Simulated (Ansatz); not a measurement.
Ansatz results at the PBE0-D4/def2-TZVP geometry: HOMO energy (ωB97M-V/def2-TZVPP) -9.43 eV; LUMO energy (PBE/def2-TZVPP) -0.40 eV; size of the dipole moment (ωB97M-V/def2-TZVPP) 1.36 D.

Each molecule was computed in one conformer, which needn't be the lowest.

Problem. Which molecule gave them?
A. `CO[Si](N)(O)[SiH3]`
B. `CC[Si](O)(O)OC`
C. `F[SiH2][SeH]`
D. `CN([SiH2]O)[SiH2]O`

Solution. A. The others give `CC[Si](O)(O)OC`: -10.36, -0.08, 1.45; `F[SiH2][SeH]`: -9.71, -1.09, 1.11; `CN([SiH2]O)[SiH2]O`: -9.52, -0.71, 2.07.
